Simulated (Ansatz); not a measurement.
`[OH][GaH][OH]`, one more setting.

```yaml
crystal:
  periodic: [false, false, false]
  atoms:
    - {symbol: O, position_ang: [-1.213195, -0.662196, -0.331643]}
    - {symbol: Ga, position_ang: [0.192712, 0.428520, -0.177701]}
    - {symbol: O, position_ang: [1.374539, -0.148614, 1.016596]}
    - {symbol: H, position_ang: [-1.873657, -0.383326, -0.968289]}
    - {symbol: H, position_ang: [0.410218, 1.739877, -0.968360]}
    - {symbol: H, position_ang: [1.109383, -0.974271, 1.429398]}
basis:
  gaussian: {orbitals: def2-TZVPD}
hamiltonian: {xc: {name: r2SCAN}, dispersion: d3bj}
scf: {lower_state_search: full}
```

```sh
$ ansatz run in.yaml --threads 4 --pin off --events-out ev --progress --plain --max-ram 10444MiB
```

Output, abridged:

```
Warning: the engine holds no damping parameters fitted to this dispersion correction and functional, so the run takes those fitted to r2scan beside the three-body term, which d3bj leaves out (hamiltonian.dispersion, under Limitations)
Functional definition: r2SCAN
897 factors; their error is unknown
mean field evaluation 1: about -56509.4260 eV, gradient 9.0e1 eV
mean field evaluation 2: about -56433.6580 eV, gradient 2.0e2 eV
mean field evaluation 4: about -56522.0472 eV, gradient 7.9e0 eV
mean field evaluation 8: about -56522.1647 eV, gradient 2.4e-1 eV
mean field evaluation 16: about -56522.1402 eV, gradient 2.2e-4 eV
mean field -56522.14018082 eV, -2077.1503395626 hartree, gradient 3.6e-5 eV, S^2 0.000000; 1 other end points of the search recorded, 0 dependent functions left out
reference -56522.14019818 eV, -2077.1503402003 hartree; 25, 25 occupied and 136, 136 virtual orbitals, 897 factors
Total energy: -56522.15807634 eV, -2077.1509972108 hartree
```

Run time 3.3 s (4 threads of an Arm Neoverse V1 on a shared host); peak host memory 0.25 GiB.
